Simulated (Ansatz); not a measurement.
Compounds of B with 3 ligands, in which Br is traded for NH2. Quantity: electronic atomisation energy to ground-state atoms, in kcal/mol. Structures are relaxed separately at B3LYP-D3(BJ)/def2-TZVP in Ansatz (a quantum-chemistry and plane-wave program), one conformer each, not searched for the lowest. Cores are frozen in the correlated levels unless marked. Open shells are spin-unrestricted. Spin-orbit coupling is left out. Frozen are the shells of the preceding noble gas and the d and f shells that filled before the atom's block. No relativistic terms. CBS(X,Y): correlation extrapolated as X^-3; Hartree-Fock from the larger set. The bracket is a focal-point correction in the basis named. The first level has limits of its own: it lacks core correlation, which all-electron functionals hold.

```json
[
 {"n(NH2)": "0", "species (SMILES)": "BrB(Br)Br", "RI-MP2/CBS(aug-cc-pVTZ,aug-cc-pVQZ)+[CCSD(T)-MP2]/aug-cc-pVTZ (Ansatz)": "274.5", "PBE/def2-TZVPD (Ansatz)": "288.6", "wB97M-V/def2-TZVPD (Ansatz)": "275.2"},
 {"n(NH2)": "1", "species (SMILES)": "NB(Br)Br", "RI-MP2/CBS(aug-cc-pVTZ,aug-cc-pVQZ)+[CCSD(T)-MP2]/aug-cc-pVTZ (Ansatz)": "?", "PBE/def2-TZVPD (Ansatz)": "?", "wB97M-V/def2-TZVPD (Ansatz)": "?"},
 {"n(NH2)": "2", "species (SMILES)": "NB(N)Br", "RI-MP2/CBS(aug-cc-pVTZ,aug-cc-pVQZ)+[CCSD(T)-MP2]/aug-cc-pVTZ (Ansatz)": "703.4", "PBE/def2-TZVPD (Ansatz)": "721.6", "wB97M-V/def2-TZVPD (Ansatz)": "709.1"},
 {"n(NH2)": "3", "species (SMILES)": "NB(N)N", "RI-MP2/CBS(aug-cc-pVTZ,aug-cc-pVQZ)+[CCSD(T)-MP2]/aug-cc-pVTZ (Ansatz)": "904.3", "PBE/def2-TZVPD (Ansatz)": "925.0", "wB97M-V/def2-TZVPD (Ansatz)": "911.9"}
]
```

Fit a straight line through the known rows at each level by least squares, predict the withheld row (n(NH2) = 1), and compare with the run.


- The known rows have mean n(NH2) = 1.66667 and Σ(n(NH2) - mean)² = 4.6667.
- RI-MP2/CBS(aug-cc-pVTZ,aug-cc-pVQZ)+[CCSD(T)-MP2]/aug-cc-pVTZ: mean 627.400, Σ(n(NH2) - mean)(y - mean) = 982.700, slope 210.577 kcal/mol a step; the line gives 627.400 + (210.577)×(1 - 1.66667) = 487.0; the run gives 494.1, +7.1 from the line, whose largest residual on the known rows is 5.8.
- PBE/def2-TZVPD: mean 645.067, Σ(n(NH2) - mean)(y - mean) = 992.867, slope 212.756 kcal/mol a step; the line gives 645.067 + (212.756)×(1 - 1.66667) = 503.2; the run gives 509.9, +6.7 from the line, whose largest residual on the known rows is 5.6.
- wB97M-V/def2-TZVPD: mean 632.067, Σ(n(NH2) - mean)(y - mean) = 993.567, slope 212.906 kcal/mol a step; the line gives 632.067 + (212.906)×(1 - 1.66667) = 490.1; the run gives 497.4, +7.3 from the line, whose largest residual on the known rows is 6.1.
- PBE minus the first level along the series: +14.1, +15.8, +18.2, +20.7 kcal/mol.
